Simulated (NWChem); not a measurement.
System: AlH3, triplet; SMILES of the neutral closed-shell parent [AlH3]

```xyz
4

Al    -0.1312    -0.1821     0.0000
H      0.1836     1.5828    -0.4292
H      1.3391    -0.7981     0.0000
H      0.1836     1.5828     0.4292
```
Atoms are numbered in this order, from 1.

Coordinates come from a PBE0/def2-SVP, spin-unrestricted optimisation. The spin multiplicity was typed, not searched, and may not be the lowest. No stability test was run on the SCF state. B3LYP is NWChem's, with the RPA form of VWN correlation.

Symmetry labels are those of Cs in the frame above (b1 and b2, or b-type labels, depend on it).

List the 6 lowest vertical excitations from B3LYP/aug-cc-pVDZ, spin-unrestricted, TDA (NWChem).


```tsv
state	energy (eV)	oscillator strength	symmetry of the excitation	<S²>
state 1	2.95	0.000	a'	2.00
state 2	3.59	0.047	a'	2.00
state 3	3.87	0.111	a"	2.01
state 4	4.02	0.109	a'	2.00
state 5	4.47	0.025	a'	2.00
state 6	4.55	0.007	a"	2.01
```
